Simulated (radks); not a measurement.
Spherical jellium clusters: N electrons in a uniform positive sphere of charge N and radius rs N^(1/3), rs = 3.68 bohr. Calculated with a radial shooting solver with Libxc functionals: non-relativistic Kohn-Sham, exchange-only LDA, spin-polarised, spherical densities. Levels are named by radial order and angular momentum (1s, 1p, 1d, 2s, ...), and open shells are averaged over m.

N = 4, configuration 1s2 1p(up 2, down 0). This is the lowest configuration that the search found. Occupied and some empty levels:

| level | occupation | eigenvalue (eV) | <r> (bohr) |
|---|---|---|---|
| 1s up | 1 | -4.1350 | 4.333 |
| 1s down | 1 | -3.0931 | 4.108 |
| 1p up | 2 | -2.2749 | 5.667 |
| 1p down | 0 | -1.0721 | 5.929 |
| 2s up | 0 | -0.52661 | 9.441 |
| 1d up | 0 | -0.42653 | 7.931 |

Energy (eV): total -2.95435, kinetic 7.7767, external -83.791, Hartree 39.672, exchange-correlation -11.330, background 44.719.
